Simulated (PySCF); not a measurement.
## Dipole response of In²⁺ (indium, charge +2)

[Kr] 4d9 5s1 5p1, one real determinant (an excited configuration). Calculation: PySCF 2.14, in aug-cc-pVQZ-PP with one added diffuse shell each of s, p, d, f, g type with ECP28MDF (8s8p6d4f3g, 117 functions); scalar relativity through the core potential. Coupled (time-dependent) response in atomic units; α is the mean over directions.

```json
{"method": "MN15", "mean α (bohr³)": "15.12", "α xx, yy, zz": "15.67, 15.67, 14.03", "C₆ (like pair)": "82.31", "S(−4)": "91.08"}
```

S(−4) is the Cauchy moment in α(ω) = α(0) + S(−4) ω² + …

Spin-orbit coupling is absent.

α(iu) at MN15:

```
u (hartree)  α(iu) (bohr³)
          0          15.12
     0.0500          14.90
      0.100          14.28
      0.200          12.30
      0.300          10.14
      0.500          6.872
      0.750          4.623
       1.00          3.404
       1.50          2.152
       2.00          1.510
       3.00         0.8605
       5.00         0.3768
```

A single London oscillator, α(iu) = α/(1 + u²/ω²), gives C₆ = (3/4) ω α². Matching the computed C₆ needs ω = 4 × 82.31 / (3 × 15.12²) = 0.480 hartree.

For an ion, C₆ is the dispersion term alone; charge-induced terms of lower order in 1/R come first.

The components differ because the open shell of this determinant is not spherical; for a pure term their mean is the scalar polarisability.

⟨L²⟩ = 8.01 against 12 for a pure F term, so this real determinant mixes terms. Energies and moments cover only the electrons outside the core potential.
